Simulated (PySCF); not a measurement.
A PySCF script (with the pyscf-properties extension) for the NMR shieldings of `[BH3-][P@H+]1CCC(C)=C1OC`, C$_{6}$H$_{14}$BOP, on a GFN2-xTB geometry:

```python
import basis_set_exchange as bse
import numpy as np
from pyscf import gto, dft
from pyscf.prop import nmr

atoms = """
B     2.669903    0.994524    0.576138
P     1.195716    0.230549   -0.394426
C     1.139021   -1.605383   -0.333622
C    -0.330963   -2.033700   -0.386340
C    -1.173646   -0.875589    0.071723
C    -2.602604   -1.107542    0.434703
C    -0.569182    0.320129    0.083020
O    -1.184887    1.463414    0.491184
C    -0.660101    2.652861   -0.051114
H     2.423989    0.708910    1.708462
H     2.691329    2.165050    0.364651
H     3.612527    0.415452    0.130471
H     1.070250    0.452082   -1.777351
H     1.589244   -1.883442    0.624451
H     1.744931   -2.049690   -1.124659
H    -0.507722   -2.911588    0.238841
H    -0.620147   -2.302304   -1.407978
H    -2.671963   -1.721779    1.332282
H    -3.098491   -0.159651    0.620885
H    -3.116340   -1.633022   -0.369982
H    -1.161913    3.472027    0.461225
H    -0.864279    2.716504   -1.126469
H     0.420579    2.719175    0.116920
"""
names = dict.fromkeys(["B", "P", "C", "O", "H"], "pcSseg-1")
basis = {el: gto.basis.parse(bse.get_basis(n, elements=[el], fmt="nwchem")) for el, n in names.items()}
mol = gto.M(atom=atoms, basis=basis, charge=0, verbose=0)
mf = dft.RKS(mol, xc="PBE0")
mf.grids.level = 2
mf.grids.alignment = dft.numint.BLKSIZE   # the property module wants whole blocks of grid points
mf.conv_tol = 1e-9
mf.kernel()

calc = nmr.RKS(mf)   # GIAO
C = mf.mo_coeff
Co = C[:, mf.mo_occ > 0]
resp = mf.gen_response(singlet=True, hermi=2)
def vind(x):   # induced exchange potential for any number of trial vectors
    d = np.einsum("pi,xij,qj->xpq", C, 2 * x.reshape(-1, C.shape[1], Co.shape[1]), Co, optimize=True)
    return np.einsum("xpq,pi,qj->xij", resp(d - d.transpose(0, 2, 1)), C, Co, optimize=True).ravel()
mo1, _ = nmr.rhf.solve_mo1(calc, with_cphf=vind)
sigma = calc.kernel(mo1)
for i, s in enumerate(sigma):   # ppm
    w = np.linalg.eigvalsh((s + s.T) / 2)
    print("%2d %-2s iso %8.1f  s11 %8.1f  s22 %8.1f  s33 %8.1f" % (i, mol.atom_pure_symbol(i), w.mean(), *w))
```

**Question.** What are the results?

**Answer.** 
```
 0 B  iso    146.6  s11    138.8  s22    144.8  s33    156.2
 1 P  iso    344.4  s11    257.2  s22    361.2  s33    414.6
 2 C  iso    163.1  s11    138.3  s22    168.5  s33    182.5
 3 C  iso    150.1  s11    127.3  s22    150.0  s33    173.1
 4 C  iso     51.1  s11    -44.6  s22     60.5  s33    137.2
 5 C  iso    170.7  s11    151.6  s22    174.0  s33    186.5
 6 C  iso     31.9  s11    -48.6  s22     64.1  s33     80.2
 7 O  iso    245.3  s11    136.3  s22    292.1  s33    307.6
 8 C  iso    126.0  s11     94.8  s22    101.6  s33    181.7
 9 H  iso     30.6  s11     27.6  s22     29.2  s33     34.9
10 H  iso     30.6  s11     26.8  s22     29.7  s33     35.3
11 H  iso     30.6  s11     26.6  s22     29.4  s33     35.9
12 H  iso     26.0  s11     22.8  s22     23.9  s33     31.3
13 H  iso     29.6  s11     24.3  s22     29.0  s33     35.6
14 H  iso     29.6  s11     24.9  s22     27.6  s33     36.5
15 H  iso     29.3  s11     24.2  s22     28.3  s33     35.3
16 H  iso     29.1  s11     25.0  s22     27.6  s33     34.8
17 H  iso     30.2  s11     25.8  s22     27.7  s33     37.0
18 H  iso     29.1  s11     23.5  s22     29.9  s33     33.8
19 H  iso     30.3  s11     25.8  s22     28.1  s33     37.2
20 H  iso     27.7  s11     23.6  s22     25.5  s33     34.0
21 H  iso     28.2  s11     25.1  s22     25.4  s33     34.1
22 H  iso     27.1  s11     21.5  s22     28.8  s33     30.9
```

These numbers come from an equivalent density-fitted implementation of the same equations, which agrees with the script to about 0.01 ppm for H and up to a few tenths of a ppm for heavy atoms, so last digits may differ.

Size and cost of the density-fitted run: 230 basis functions, of the order of 2.3 core-minutes.
